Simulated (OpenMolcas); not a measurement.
## Multiconfigurational calculation on Co3+

Input:

```
&GATEWAY
Coord
1

Co 0.0 0.0 0.0
Basis=ANO-RCC-VDZP
Group=XYZ
NoMove
AngMom=0.0 0.0 0.0
AMFI
&SEWARD
* reference wave functions (RASSCF and RASSI steps not shown): 6 electrons in 5 orbitals (3d)
>>> COPY JOB001 $Project.JobIph
&CASPT2
Multistate=5 1 2 3 4 5
Frozen=3 6
IPEA=0.25
Imaginary=0.1
MaxIter=60
WThr=0.0 0.3 0.05
PrWF=0.5
NoMix
>>> COPY JOB002 $Project.JobIph
&CASPT2
Multistate=45 1 2 3 4 5 6 7 8 9 10 11 12 13 14 15 16 17 18 19 20 21 22
23 24 25 26 27 28 29 30 31 32 33 34 35 36 37 38 39 40 41 42 43 44 45
Frozen=3 6
IPEA=0.25
Imaginary=0.1
MaxIter=60
WThr=0.0 0.3 0.05
PrWF=0.5
NoMix
>>> COPY JOB003 $Project.JobIph
&CASPT2
Multistate=50 1 2 3 4 5 6 7 8 9 10 11 12 13 14 15 16 17 18 19 20 21 22
23 24 25 26 27 28 29 30 31 32 33 34 35 36 37 38 39 40 41 42 43 44 45 46
47 48 49 50
Frozen=3 6
IPEA=0.25
Imaginary=0.1
MaxIter=60
WThr=0.0 0.3 0.05
PrWF=0.5
NoMix
```

Launched by
```bash
OMP_NUM_THREADS=1 MOLCAS_MEM=1689 MOLCAS_PROJECT=a pymolcas a.inp > a.log  # once for each step of the input, in one work folder
```

Output, cut to the results:

```
--- CASPT2 ---
Orbital specifications:
      -----------------------

      Symmetry species                           1   2
                                                ag  au
      Frozen orbitals                            3   6
      Inactive orbitals                          0   0
      Active orbitals                            5   0
      Secondary orbitals                         7  13
      Deleted orbitals                           0   0
      Number of basis functions                 15  19
Type of calculation                        MS-CASPT2
      Fock operator                              state-specific
      IPEA shift                                 0.25
      Real shift                                 0.00
      Imaginary shift                            0.10
      The input orbitals will be transformed to quasi-canonical
Reference energy:       -1389.8445699648
      E2 (Non-variational):      -0.0916209214
      Shift correction:          -0.0000421058
      E2 (Variational):          -0.0916630272
      Total energy:           -1389.9362329921
      Residual norm:              0.0000001975
      Reference weight:           0.98285
      Contributions to the CASPT2 correlation energy
      Active & Virtual Only:         -0.0916209214
      One Inactive Excited:           0.0000000000
      Two Inactive Excited:           0.0000000000
Reference energy:       -1389.8445699648
      E2 (Non-variational):      -0.0916210039
      Shift correction:          -0.0000421111
      E2 (Variational):          -0.0916631149
      Total energy:           -1389.9362330798
      Residual norm:              0.0000002006
      Reference weight:           0.98285
      Contributions to the CASPT2 correlation energy
      Active & Virtual Only:         -0.0916210039
      One Inactive Excited:           0.0000000000
      Two Inactive Excited:           0.0000000000
::    CASPT2 Root  1     Total energy:  -1389.93623299
::    CASPT2 Root  2     Total energy:  -1389.93623308
::    CASPT2 Root  3     Total energy:  -1389.93623286
::    CASPT2 Root  4     Total energy:  -1389.93623307
::    CASPT2 Root  5     Total energy:  -1389.93623304
::    MS-CASPT2 Root  1     Total energy:  -1389.93623313
::    MS-CASPT2 Root  2     Total energy:  -1389.93623308
::    MS-CASPT2 Root  3     Total energy:  -1389.93623307
::    MS-CASPT2 Root  4     Total energy:  -1389.93623297
::    MS-CASPT2 Root  5     Total energy:  -1389.93623280
--- CASPT2 ---
Orbital specifications:
      -----------------------

      Symmetry species                           1   2
                                                ag  au
      Frozen orbitals                            3   6
      Inactive orbitals                          0   0
      Active orbitals                            5   0
      Secondary orbitals                         7  13
      Deleted orbitals                           0   0
      Number of basis functions                 15  19
Type of calculation                        MS-CASPT2
      Fock operator                              state-specific
      IPEA shift                                 0.25
      Real shift                                 0.00
      Imaginary shift                            0.10
      The input orbitals will be transformed to quasi-canonical
Reference energy:       -1389.7282333702
      E2 (Non-variational):      -0.0909396379
      Shift correction:          -0.0000427186
      E2 (Variational):          -0.0909823565
      Total energy:           -1389.8192157267
      Residual norm:              0.0000001014
      Reference weight:           0.98249
      Contributions to the CASPT2 correlation energy
      Active & Virtual Only:         -0.0909396379
      One Inactive Excited:           0.0000000000
      Two Inactive Excited:           0.0000000000
Reference energy:       -1389.7282333702
      E2 (Non-variational):      -0.0909271450
      Shift correction:          -0.0000425003
      E2 (Variational):          -0.0909696453
      Total energy:           -1389.8192030155
      Residual norm:              0.0000001006
      Reference weight:           0.98252
      Contributions to the CASPT2 correlation energy
      Active & Virtual Only:         -0.0909271450
      One Inactive Excited:           0.0000000000
      Two Inactive Excited:           0.0000000000
::    CASPT2 Root  1     Total energy:  -1389.81921573
::    CASPT2 Root  2     Total energy:  -1389.81920302
::    CASPT2 Root  3     Total energy:  -1389.81922163
::    CASPT2 Root  4     Total energy:  -1389.81921294
::    CASPT2 Root  5     Total energy:  -1389.81924829
::    CASPT2 Root  6     Total energy:  -1389.81920876
::    CASPT2 Root  7     Total energy:  -1389.81918870
::    CASPT2 Root  8     Total energy:  -1389.81924767
::    CASPT2 Root  9     Total energy:  -1389.81926071
::    CASPT2 Root 10     Total energy:  -1389.81920270
::    CASPT2 Root 11     Total energy:  -1389.81921579
::    CASPT2 Root 12     Total energy:  -1389.81631784
::    CASPT2 Root 13     Total energy:  -1389.81631720
::    CASPT2 Root 14     Total energy:  -1389.81631691
::    CASPT2 Root 15     Total energy:  -1389.80894221
::    CASPT2 Root 16     Total energy:  -1389.80890969
::    CASPT2 Root 17     Total energy:  -1389.80890305
::    CASPT2 Root 18     Total energy:  -1389.80890944
::    CASPT2 Root 19     Total energy:  -1389.80889680
::    CASPT2 Root 20     Total energy:  -1389.80902979
::    CASPT2 Root 21     Total energy:  -1389.80897990
::    CASPT2 Root 22     Total energy:  -1389.79218579
::    CASPT2 Root 23     Total energy:  -1389.79209698
::    CASPT2 Root 24     Total energy:  -1389.79221447
::    CASPT2 Root 25     Total energy:  -1389.79213926
::    CASPT2 Root 26     Total energy:  -1389.79206860
::    CASPT2 Root 27     Total energy:  -1389.79214707
::    CASPT2 Root 28     Total energy:  -1389.79215889
::    CASPT2 Root 29     Total energy:  -1389.79206513
...
```

Levels above the lowest, from the spin-orbit matrix with the single-state CASPT2 energies, averaged by term, on its diagonal:

```
Configuration   Term  J  E (cm⁻¹)  Measured (cm⁻¹)      g  Term weight %
          3d⁶     ⁵D  4       0.0              0.0  1.501            100
          3d⁶     ⁵D  3       655              639  1.501            100
          3d⁶     ⁵D  2      1112             1078  1.501            100
          3d⁶     ⁵D  1      1405                   1.501            100
          3d⁶     ⁵D  0      1548             1494                   100
          3d⁶     ³H  6     26010            23680  1.166            100
          3d⁶  ³P(1)  2     26060            22883  1.500            100
          3d⁶     ³H  5     26330            24032  1.036             98
          3d⁶     ³H  4     26550            24272  0.811             96
          3d⁶  ³P(1)  1     27960            24729  1.499            100
          3d⁶  ³F(1)  4     28230            25396  1.234             94
          3d⁶  ³F(1)  3     28580            25736  1.074             97
          3d⁶  ³P(1)  0     28730            25449                    98
          3d⁶  ³F(1)  2     28830            25969  0.667            100
          3d⁶     ³G  5     32040            29022  1.198             98
          3d⁶     ³G  4     32620            29592  1.054             95
          3d⁶     ³G  3     32880            29868  0.759             97
          3d⁶     ¹I  6     39260            35943  1.001            100
          3d⁶  ¹G(1)  4     39810            36683  1.001             98
          3d⁶     ³D  1     40260            36382  0.501            100
          3d⁶     ³D  2     40290            36348  1.166             99
          3d⁶     ³D  3     40480            36554  1.333            100
          3d⁶  ¹S(1)  0     44480            41442                    99
          3d⁶  ¹D(1)  2     48930            42342  1.001             99
```

Against the 22 measured excited levels shown (Sugar and Corliss, J. Phys. Chem. Ref. Data 10, 1097 (1981)) the mean absolute deviation is 2800 cm-1; the largest miss in energy is 3d⁶ ¹D₂(1): computed 48930, measured 42342 cm⁻¹ (+15.6 %).

CASPT2 does not keep the components of a term degenerate, so their means are used; among the terms shown or strongly mixed into the levels shown the widest spread is 130 cm-1 (3d⁶ ¹I). Some terms miss by over 15 % even with CASPT2, which points to a basis or an active space too small for the shells correlated. The basis is small and was not contracted for so high a charge. Measured partners are found by configuration, term and J. A level has none where our copy of the source lacks it or the pairing is in doubt (some pairs that miss far off the trend of their configuration count as doubtful), and it then counts in no deviation. Levels of configurations outside the active space are missing. The table shows the lowest 24 of 34 levels.

The term weight is that of the spin-free term in the level, not the purity of its configuration. A number in round brackets counts repeated terms of one configuration in the order of the reference energies.
